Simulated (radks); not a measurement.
The numbers below are computed, except where a source is named.
Problem. All-electron atom: S5+ in [Ne] 3s1 (the NIST ground configuration). Level of theory: scalar-relativistic Kohn-Sham, BLYP, spin-polarised, spherical densities, finite nucleus; open shells are filled with parallel spins first; Fermi nuclear charge, rms radius 3.2611 fm (a radial shooting solver on a logarithmic mesh with Libxc functionals). Some entries of the table are withheld. Estimate them.

orbital,occ.,eigenvalue (eV),<1/r> (bohr^-1)
1s up,1,-2491.225,15.66
1s down,1,-2490.915,15.66
2s up,1,-291.3427,(1)
2s down,1,-290.9377,(2)
2p up,3,-236.7354,2.982
2p down,3,-236.3358,2.984
3s up,1,(3),0.9940
3s down,0,(4),0.9984

Solution. 
(1) 2s up <1/r> (bohr^-1): 3.082
(2) 2s down <1/r> (bohr^-1): 3.083
(3) 3s up eigenvalue (eV): -81.9762
(4) 3s down eigenvalue (eV): -79.3636
